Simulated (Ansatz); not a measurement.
Geometry optimisation, Ansatz 0.2.0, RKS PBE0/def2-SVP.

Input:

```yaml
crystal:
  periodic: [false, false, false]
  atoms:
    - { symbol: O, position_ang: [-0.7546, 1.8267, -0.06528] }
    - { symbol: C, position_ang: [0.11487, 0.93871, 0.62969] }
    - { symbol: C, position_ang: [-0.18086, -0.50978, 0.35941] }
    - { symbol: Si, position_ang: [0.54625, -1.44411, -0.9368] }
    - { symbol: H, position_ang: [-1.66046, 1.54774, 0.10852] }
    - { symbol: H, position_ang: [0.04433, 1.14351, 1.70943] }
    - { symbol: H, position_ang: [1.11562, 1.21391, 0.29184] }
    - { symbol: H, position_ang: [-1.01597, -0.91507, 0.91812] }
    - { symbol: H, position_ang: [1.65442, -0.99422, -1.76617] }
    - { symbol: H, position_ang: [0.1364, -2.8074, -1.24876] }
basis:
  gaussian: { orbitals: def2-SVP }
hamiltonian:
  xc: pbe0
relax:
  f_tol: 0.015
  max_steps: 40
```

Run as:

```bash
$ ansatz run input.yaml --threads 1 --pin off --max-ram 2048MiB --backend cpu --events-out ev --progress --plain --runs-dir out
```

Question: Where does it end, and by what steps?

Answer: The run converged. The force dipped under the threshold on the way, but the program's further checks kept it going. After 11 steps the energy has fallen by 0.090 eV; H5 moved furthest, 0.28 Å.

| step | energy less start (eV) | largest force component (eV/Å) | accepted |
| --- | --- | --- | --- |
| 0 | 0.0000 | 1.289 | yes |
| 1 | -0.0664 | 0.505 | yes |
| 2 | -0.0776 | 0.198 | yes |
| 3 | -0.0832 | 0.096 | yes |
| 4 | -0.0860 | 0.055 | yes |
| 5 | -0.0881 | 0.065 | yes |
| 6 | -0.0889 | 0.051 | yes |
| 7 | -0.0896 | 0.102 | yes |
| 8 | -0.0893 | 0.246 | no |
| 9 | -0.0899 | 0.014 | yes |
| 10 | -0.0897 | 0.064 | no |
| 11 | -0.0900 | 0.005 | yes |

```xyz
10
Properties=species:S:1:pos:R:3
O -0.845 1.899 0.082
C 0.093 0.957 0.546
C -0.249 -0.463 0.201
Si 0.588 -1.483 -0.896
H -1.717 1.614 0.377
H 0.223 1.036 1.647
H 1.059 1.245 0.102
H -1.140 -0.875 0.696
H 1.818 -1.045 -1.604
H 0.171 -2.885 -1.150
```

The run took 41 s on 1 thread of Arm Neoverse V1, on a shared host, peak memory 0.17 GiB.
